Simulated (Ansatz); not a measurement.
Ansatz (a quantum-chemistry and plane-wave program) input for digermane cation (Ge2H6), SMILES [GeH3][GeH3] (connectivity only; charge and spin as stated), charge +1, multiplicity 2, PBE0/def2-SVPD. Geometry: B3LYP-D3(BJ)/def2-TZVP. The spin state was assumed, not searched.

Ansatz 0.2 input:
```yaml
crystal:
  periodic: [false, false, false]
  atoms:
    - {symbol: Ge, position_ang: [-0.00000000, -0.00000000, -1.43126722]}
    - {symbol: Ge, position_ang: [0.00000000, 0.00000000, 1.43126722]}
    - {symbol: H, position_ang: [-1.31023949, -0.75646712, -1.62581628]}
    - {symbol: H, position_ang: [1.31023950, -0.75646712, -1.62581628]}
    - {symbol: H, position_ang: [-0.00000000, 1.51293425, -1.62581627]}
    - {symbol: H, position_ang: [-1.31023950, 0.75646712, 1.62581628]}
    - {symbol: H, position_ang: [1.31023949, 0.75646712, 1.62581628]}
    - {symbol: H, position_ang: [0.00000000, -1.51293425, 1.62581627]}
basis:
  gaussian:
    orbitals: def2-SVPD
hamiltonian:
  xc: {name: PBE0}
total_charge: 1
magnetization: {spin_polarized: true, initial_magnetization: 1}
```

Output:

```
WARN ansatz: RAYON_NUM_THREADS=1 ignored (pool sized by the plan → 1); use --threads N
Functional definition: PBE0
integrals: 0.09 GiB planned
1206 factors; integrals over basis functions are off by at most 1.4e-3 eV
mean field: 1.09 GiB planned
mean field evaluation 1: about -113095.8116 eV, gradient 9.9e0 eV
mean field evaluation 2: about -113096.1076 eV, gradient 6.5e0 eV
mean field evaluation 4: about -113096.1773 eV, gradient 2.0e-1 eV
mean field evaluation 8: about -113096.1800 eV, gradient 4.5e-3 eV
mean field -113096.18003457 eV, -4156.2079569264 hartree, gradient 7.1e-5 eV, S^2 0.752303; 0 other end points of the search recorded, 0 dependent functions left out
reference -113096.18006530 eV, -4156.2079580556 hartree; 35, 34 occupied and 89, 90 virtual orbitals, 1206 factors
Total energy: -113096.18006530 eV, -4156.2079580556 hartree
```

Self-consistency was reached.
